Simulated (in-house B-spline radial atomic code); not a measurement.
Results of a calculation; reference values are marked as such.
Correlation energy from the adiabatic connection: −Z/r, Z = 3.5

Two electrons in a singlet, external potential −Z/r, Z = 3.5 (atomic units). Full CI in B-splines (partial waves to l = 8, correlation up to 0.6 % small) with the density held fixed gives W(λ) = <V_ee>_λ − U, and E_c is the integral of W(λ) − W(0) from 0 to 1.

```csv
λ,W(λ) − W(0) (hartree)
0,0.00000
0.02,-0.00188
0.05,-0.00469
0.12,-0.01116
0.25,-0.02292
0.4,-0.03605
0.6,-0.05289
0.8,-0.06900
1,-0.08444
```

Task: Integrate the table by the trapezoid rule.

Result: The strips give -0.00002, -0.00010, -0.00055, -0.00222, -0.00442, -0.00889, -0.01219, -0.01534, which sum to -0.04374 hartree. The direct value, W(1) − W(0) + T_c with T_c = 0.04065, is -0.04378; the curve is convex, so chords lie above it and the trapezoids fall short in size by 0.10 %.

Task: Now use only three numbers: W(0) = -1.9639, the initial slope W'(0) = -0.09437 (extrapolated from the first points) and the strong-coupling limit of the point-charge-plus-continuum model, W∞ = -2.7931. What do second-order theory and the interpolation W(λ) = W∞ + (W(0) − W∞)/√(1 + 2χλ) of Seidl, Perdew and Levy give?

Result: Second order keeps the slope alone: E_c = W'(0)/2 = -0.04718, +8 % in size against -0.04378. Matching the slope fixes χ = W'(0)/(W∞ − W(0)) = -0.09437/(-0.82920) = 0.11381. Integrating, with s = √(1 + 2χ) = 1.107979, E_c = −(W(0) − W∞)(s − 1)/(s + 1) = −0.82920 × 0.107979/2.107979 = -0.04247 hartree, -3.0 % in size against the full result. At λ = 1 the formula gives W − W(0) = -0.08081 against -0.08444. Part of the miss can come from the model's W∞.
